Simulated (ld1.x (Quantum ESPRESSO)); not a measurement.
neon (Ne), TM: configuration errors across variants

ld1.x (Quantum ESPRESSO) 7.5 input, shortened:

```
&input
   title='Ne', zed=10., rel=0, dft='PZ', iswitch=3,
   config='[He] 2s2 2p5'
 /
 &inputp
   pseudotype=2, tm=.true., lloc=-1, rcloc=0.60,
   nlcc=.true., rcore=0.55
 /
2
2S  1  0   2.00   0.00  0.60  0.60  0.0
2P  2  1   5.00   0.00  0.90  0.90  0.0
 &test
   configts(1)='2s2 2p5'
 /
```

All-electron excitation energies from the reference (eV): (1) 2s2 2p6 -22.668; (2) 2s2 2p4 43.415; (3) 2s2 2p3 110.946; (4) 2s1 2p6 22.760; (5) 2s2 2p2 205.631; (6) 2s2 2p5.5 -13.699; (7) 2s2 2p5 spin -0.473; (8) 2s2 2p4 spin 41.163.

Spin tests fill each open shell by Hund’s rule, majority spin first.

Errors AE − PS in meV (a dash: test not solved or not reliable):

| change | (1) | (2) | (3) | (4) | (5) | (6) | (7) | (8) | bound ghosts |
| --- | --- | --- | --- | --- | --- | --- | --- | --- | --- |
| base | +2.5 | +15 | +116 | +28 | +442 | +1.1 | +35 | +195 | none |
| wave 2s (bound): rc 0.60 bohr becomes 2s (bound): rc 0.50 bohr | +2.7 | +16 | +119 | +30 | +454 | +1.2 | +35 | +196 | none |
| wave 2s (bound): rc 0.60 bohr becomes 2s (bound): rc 0.58 bohr | +2.5 | +15 | +115 | +28 | +442 | +1.1 | +35 | +195 | none |
| wave 2s (bound): rc 0.60 bohr becomes 2s (bound): rc 0.70 bohr | +2.9 | +16 | +121 | +30 | +459 | +1.2 | +35 | +196 | none |
| wave 2s (bound): rc 0.60 bohr becomes 2s (bound): rc 0.80 bohr | +3.8 | +19 | +134 | +34 | +500 | +1.5 | +35 | +198 | none |
| wave 2s (bound): rc 0.60 bohr becomes 2s (bound): rc 0.90 bohr | +5.4 | +23 | +158 | +40 | +570 | +2.1 | +34 | +200 | none |

Q: Give the same row for: wave 2s (bound): rc 0.60 bohr becomes 2s (bound): rc 0.42 bohr.

A: +3.5, +18, +133, +43, +497, +1.5, +35, +203; bound ghosts: not determined.
